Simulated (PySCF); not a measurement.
A geometry optimisation on `C1C[O][GeH]([SH])[O]1`.

Computed with PBE0-D3(BJ)/def2-SVP geometry optimisation, gas phase (PySCF 2.14.0). Start geometry: GFN2-xTB. The command runs a driver script over a list of jobs; the input below is this job's line of settings and its coordinates in Å.

Command:
```bash
OMP_NUM_THREADS=1 python probes_run.py task.json out
```

Input:
```
{"job": {"xc": "PBE0", "basis": "def2-SVP", "d3": "d3bj", "grid": 1, "shake": 0.01, "kind": "geom"}, "charge": 0, "multiplicity": 1}
S      2.993970     0.897490     0.525100
Ge     0.968320     0.994850    -0.391330
O     -0.441980     1.052360     0.723820
C     -1.134310    -0.138590     0.684410
C     -0.848670    -0.896110    -0.629640
O      0.482580    -0.611380    -0.991660
H      2.781410    -0.285670     1.039650
H      0.849760     2.128600    -1.401100
H     -0.909800    -0.755040     1.572010
H     -2.230890     0.111950     0.744650
H     -0.953720    -1.971590    -0.479930
H     -1.516980    -0.555150    -1.405000
```

Output:
```
step   0  E = -2704.30838322  max force = 0.033333
step   1  E = -2704.31245417  max force = 0.009503
step   2  E = -2704.31291896  max force = 0.002028
step   3  E = -2704.31299232  max force = 0.000909
step   4  E = -2704.31303129  max force = 0.000809
step   5  E = -2704.31304648  max force = 0.000758
step   6  E = -2704.31305311  max force = 0.000422
optimisation converged
```

Energies in Eh; «max force» is the largest Cartesian gradient component in Eh/bohr.

Question: Give the first gradient maximum in eV/Å.

Answer: With 1 Eh/bohr = 51.422 eV/Å, 1.714 eV/Å.

Question: How much energy does the optimisation release, in kJ/mol?

Answer: E(step 0) − E(last step) = 0.004670 Eh, which is 12.3 kJ/mol.

Main results: final energy -2704.31305 Eh after 6 steps; dipole 1.36 D.

Question: Where do the atoms end?

Answer: 0.122 Å rms from the input after alignment:
```
atom  x, y, z in Å
S1     2.8204    0.9760    0.7843
Ge2    0.9398    1.0386   -0.3594
O3    -0.5821    1.1077    0.5795
C4    -1.1511   -0.1831    0.6043
C5    -0.7648   -0.9102   -0.6880
O6     0.5755   -0.5898   -1.0031
H7     2.5180   -0.2207    1.3348
H8     1.0008    2.1935   -1.3618
H9    -0.7846   -0.7490    1.4837
H10   -2.2456   -0.0937    0.6957
H11   -0.8553   -2.0023   -0.5711
H12   -1.4352   -0.5992   -1.5127
```

Time: 67 s of wall time; peak memory 0.56 GiB. Hardware: Arm Neoverse V1, one thread (shared host).
Labels such as C1 count atoms from 1, the log's own numbers from 0.
